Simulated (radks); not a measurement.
All-electron atom: Os XL in [Kr] 4d1. Method: non-relativistic Kohn-Sham, LB94 model potential, spin-polarised, spherical densities, point nucleus; open shells are filled with parallel spins first (spin-orbit coupling, left out, can overturn this in heavy ions); relativity is left out, which matters for an element this heavy; computed with a radial shooting solver on a logarithmic mesh with Libxc functionals.

Normalised radial functions P(r) = r R(r), r in bohr:

```
   r/bohr * 4s down (the largest magnitude, 1.62, reaches the edge; | marks zero)
   0.0022                             |   *
 0.003179                             |    *
 0.004557                             |     *
 0.006531                             |       *
 0.009362                             |       *
  0.01342                             |       *
  0.01923                             |   *
  0.02757                           * |
  0.03983                   *         |
  0.05709                *            |
  0.08183                      *      |
   0.1173                             |         *
   0.1681                             |                  *
    0.241                             |*
   0.3454  *                          |
    0.499  *                          |
   0.7153                    *        |
    1.025                            *|
```

4s down: eigenvalue -2005.6 eV, 3 radial nodes at r = 0.0254, 0.0954, 0.244 bohr, <r> = 0.419 bohr, 90 % of the charge inside 0.590 bohr.
